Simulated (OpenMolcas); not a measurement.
# Levels of Ni2+ by method

```json
{"Program": "OpenMolcas 26.06", "Basis": "ANO-RCC-VQZP [7s6p4d3f2g1h]", "Scalar Hamiltonian": "DKH2, point nucleus", "Active space": "8 electrons in 10 orbitals (3d 4d)", "State averaging": "2S+1 = 3 even, 10 roots; 2S+1 = 1 even, 15 roots", "Spin-orbit coupling": "RASSI with atomic mean-field integrals over the reference wave functions, term energies averaged over their components"}
```

Methods on the same reference wave functions:
A. CASSCF
B. SS-CASPT2, IPEA 0.25 Eh, imaginary shift 0.1 Eh (closed shells correlated: 3s 3p)

Energies in cm⁻¹ above 3d⁸ ³F₄, the measured ground level; measured values from Corliss and Sugar, J. Phys. Chem. Ref. Data 10, 197 (1981).

| Level | A | B | Measured |
| --- | --- | --- | --- |
| 3d⁸ ³F₄ | 0.0 | 0.0 | 0.0 |
| 3d⁸ ³F₃ | 1356 | 1358 | 1361 |
| 3d⁸ ³F₂ | 2284 | 2270 | 2270 |
| 3d⁸ ¹D₂ | 16807 | 13710 | 14032 |
| 3d⁸ ³P₂ | 19850 | 16830 | 16662 |
| 3d⁸ ³P₁ | 20167 | 17160 | 16978 |
| 3d⁸ ³P₀ | 20437 | 17420 | 17231 |
| 3d⁸ ¹G₄ | 25793 | 23330 | 23109 |
| 3d⁸ ¹S₀ | 61386 | 52820 | 52532 |

Deviations, from unrounded energies. A percentage is the sum of absolute deviations over the sum of measured energies, with the sign that they share, or ± where signs differ.

```
                        Against measurement  Levels      A     B
             mean absolute deviation (cm-1)       8   3000   170
      fine structure of the ground term (%)       2   ±0.5  -0.2
other terms of the ground configuration (%)       6  +17.0  ±1.0
```

B lies closest to measurement on these levels. The largest miss of B in the table is 3d⁸ ¹D₂, by -320 cm-1. The ranking rests on the paired levels alone, and a cruder setting can come out closer through cancelling errors.

From A to B the spin-free energies of the other terms of 3d⁸ shown, above ³F, scale by factors of 0.81 to 0.90, as is usual when dynamic correlation screens the repulsion within a d or f shell.

The lowest spin-free term lies below A's lowest term by 0.562 hartree in B.

Term energies are means over components that CASPT2 splits; among the terms shown or strongly mixed into the levels shown the widest spread is 610 cm-1 (3d⁸ ¹G, B). Active for correlation alone: 4d; no level in the range computed is led by a configuration that fills it, so any true level of that kind is missing. Without dynamic correlation excited terms often stand tens of per cent too high (terms of higher spin than the ground term too low), and those without a measured partner can miss by more than the paired ones (holds for A). Measured partners are found by configuration, term and J. A level has none where our copy of the source lacks it or the pairing is in doubt (some pairs that miss far off the trend of their configuration count as doubtful), and it then counts in no deviation. Levels of configurations outside the active space are missing.
